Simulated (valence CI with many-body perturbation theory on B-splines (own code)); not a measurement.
Level structure of Pb⁷⁷⁺

Calculated by configuration interaction combined with many-body perturbation theory (CI+MBPT): three valence electrons over a frozen Dirac-Fock core [He], radial functions for each j: 9 s, 9 p, 8 d, 6 f, 3 g, 1 h, with the one-electron correlation potential Σ1 (screened to all orders), the two-electron term Σ2, the three-electron term Σ3, Breit, model QED; selected single and double excitations, second order for the rest, scaled by the run's own slope (own B-spline code, finite nucleus).

No measured spectrum was set against this ion. As an estimate, large intervals hold to a few tenths of a per cent, small ones and those within an open d or f shell to about a per cent.

Levels 1 to 43 of 43, with energies above the lowest level, (2s^2 2p1/2) J=1/2. "Leading %" is the weight of the configuration and term that name the level; weights of strongly mixed levels are sums over their largest components and can fall short, so below about 35 % the name and the second component can differ from the true leading terms, or belong to a minority configuration. In the jj column 3d3/2^4 stands for four electrons in 3d with j = 3/2. Lifetimes count E1, E2, E3, M1 and M2 decay at the calculated energies, and are blank where another channel may lead or the interval is too uncertain; long ones can be off by a factor of two.

```
No.  Configuration  Term    J  E (Ry)  Leading %  Lifetime      g              Leading jj
  1         2s2 2p   2P°  1/2     0.0        100            0.602      2s^2 2p1/2 (100 %)
  2         2s 2p2    4P  1/2    24.0         48   29.3 ps  1.991      2s 2p1/2^2 (100 %)
  3         2s2 2p   2P°  3/2   173.0         99   5.38 ps  1.288       2s^2 2p3/2 (99 %)
  4         2s 2p2    4P  3/2   190.0         89   2.62 ps  1.605  2s 2p1/2 2p3/2 (100 %)
  5         2s 2p2    2D  5/2   193.1         64   84.5 ps  1.290  2s 2p1/2 2p3/2 (100 %)
  6         2s 2p2    2P  1/2   199.4         68   28.0 fs  1.274  2s 2p1/2 2p3/2 (100 %)
  7         2s 2p2    2D  3/2   199.5         60   30.0 fs  0.967  2s 2p1/2 2p3/2 (100 %)
  8            2p3   2P°  3/2   224.2         49   39.9 fs  1.298    2p1/2^2 2p3/2 (99 %)
  9         2s 2p2    4P  5/2   364.3         64    127 fs  1.410      2s 2p3/2^2 (100 %)
 10         2s 2p2    2S  1/2   373.5         68   35.9 fs  1.914      2s 2p3/2^2 (100 %)
 11         2s 2p2    2P  3/2   373.6         58   19.0 fs  1.159      2s 2p3/2^2 (100 %)
 12            2p3   4S°  3/2   392.9         56   19.5 fs  1.425   2p1/2 2p3/2^2 (100 %)
 13            2p3   2D°  5/2   394.5        100   20.4 fs  1.151   2p1/2 2p3/2^2 (100 %)
 14            2p3   2P°  1/2   399.5        100   18.5 fs  0.602   2p1/2 2p3/2^2 (100 %)
 15            2p3   2P°  3/2   569.5         51   13.1 fs  1.280         2p3/2^3 (100 %)
 16         2s2 3s    2S  1/2   997.3         98   2.01 fs  1.975          2s^2 3s (98 %)
 17         2s2 3p   2P°  1/2  1005.1         97   53.1 fs  0.650       2s^2 3p1/2 (97 %)
 18       2s 2p 3s   4P°  1/2  1013.4         85   2.23 fs  2.345      2s 2p1/2 3s (99 %)
 19       2s 2p 3s   4P°  3/2  1015.7         58   2.02 fs  1.514     2s 2p1/2 3s (100 %)
 20       2s 2p 3s   2P°  1/2  1018.4         95   2.50 fs  0.672      2s 2p1/2 3s (99 %)
 21       2s 2p 3p    4D  1/2  1020.0         72   3.04 fs  0.252  2s 2p1/2 3p1/2 (100 %)
 22       2s 2p 3p    4D  3/2  1022.3         39   1.23 fs  1.069  2s 2p1/2 3p1/2 (100 %)
 23       2s 2p 3p    4P  1/2  1026.3         44   2.25 fs  1.888   2s 2p1/2 3p1/2 (99 %)
 24         2p2 3s    4P  1/2  1041.9         45   2.53 fs  1.976       2p1/2^2 3s (98 %)
 25         2p2 3p   2P°  1/2  1047.9         47    753 as  0.638    2p1/2^2 3p1/2 (98 %)
 26         2s2 3p   2P°  3/2  1056.1         98   42.7 fs  1.314       2s^2 3p3/2 (98 %)
 27         2s2 3d    2D  3/2  1061.0         98    352 as  0.781       2s^2 3d3/2 (98 %)
 28       2s 2p 3p    4P  3/2  1072.1         31   3.85 fs  1.381  2s 2p1/2 3p3/2 (100 %)
 29         2s2 3d    2D  5/2  1073.6         61    659 as  1.227       2s^2 3d5/2 (61 %)
 30       2s 2p 3p    2D  3/2  1075.1         42   1.75 fs  1.236  2s 2p1/2 3p3/2 (100 %)
 31         2s2 3d    2D  5/2  1075.3         38   1.03 fs  1.257   2s 2p1/2 3p3/2 (61 %)
 32       2s 2p 3p    2P  1/2  1075.4         45   1.09 fs  1.334   2s 2p1/2 3p3/2 (99 %)
 33       2s 2p 3d   4F°  3/2  1076.0         68   1.37 fs  0.574  2s 2p1/2 3d3/2 (100 %)
 34       2s 2p 3d   4F°  5/2  1078.5         38   2.22 fs  0.988   2s 2p1/2 3d3/2 (99 %)
 35       2s 2p 3d   2P°  3/2  1079.9         30    300 as  1.132   2s 2p1/2 3d3/2 (99 %)
 36       2s 2p 3d   4D°  1/2  1080.2         52    293 as  0.442  2s 2p1/2 3d3/2 (100 %)
 37       2s 2p 3d   4P°  5/2  1090.0         32    406 as  1.292  2s 2p1/2 3d5/2 (100 %)
 38       2s 2p 3d   2F°  7/2  1092.4         42    413 as  1.211  2s 2p1/2 3d5/2 (100 %)
 39       2s 2p 3d   2F°  5/2  1093.4         45    413 as  1.075  2s 2p1/2 3d5/2 (100 %)
 40       2s 2p 3d   2P°  3/2  1093.4         38    423 as  1.130   2s 2p1/2 3d5/2 (96 %)
 41         2p2 3p   2P°  3/2  1100.4         34   1.49 fs  1.311    2p1/2^2 3p3/2 (95 %)
 42         2p2 3d    2D  3/2  1103.8         43   2.17 fs  0.778    2p1/2^2 3d3/2 (98 %)
 43         2p2 3d    2D  5/2  1118.0         37    418 as  1.183    2p1/2^2 3d5/2 (98 %)
```

The ionisation energy to 2s2 1S_0 of the next ion comes out as 23934 eV (NIST: 23940 ± 120 eV (theoretical)). All 43 levels together are meant to be complete up to 1118.3 Ry.
